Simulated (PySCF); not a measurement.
## Substituent chemical shifts

Parent skeleton `[CH2:1]=[CH:2][CH2:3][O:4][SiH2:5][C:6]#[N:7]`; one hydrogen on atom 3 is replaced by X. Hydrogens on one atom are averaged.

All values are calculated (PySCF 2.14): geometry from GFN2-xTB, PBE0/pcSseg-1 with gauge-including orbitals. No solvent, single conformer, no relativistic terms.

δ = σ(ref) − σ, references computed at the same level: TMS for 13C and 29Si and 1H; 17O vs H2O; NH3 for 15N.

Parent (X = H): C1 119.9, C2 142.4, C3 68.7, O4 19.4, Si5 -58.1, C6 124.8, N7 361.2, H(C1) 5.81, H(C2) 6.11 ppm. Effects are Δδ = δ(X) − δ(H), positive for deshielding.

(1) Order these by the shift of Si5, most shielded first.
A. X = iPr
B. X = CH=NMe
C. X = CN

(2) Order these by the shift of C3, most shielded first.
A. X = CN
B. X = iPr
C. X = CH=NMe

## Answers

(1) A (-4.4 ppm), B (-1.3 ppm), C (+2.0 ppm).

(2) A (-2.9 ppm), C (+14.4 ppm), B (+20.0 ppm).

Experimental scales use liquid or dissolved standards, which lie at an offset from isolated H2O (liquid H2O: subtract about 36 ppm) and NH3 (liquid NH3: subtract about 20 ppm). Unscaled 15N shifts of sp2 nitrogen come out 20 to 40 ppm too high even then.
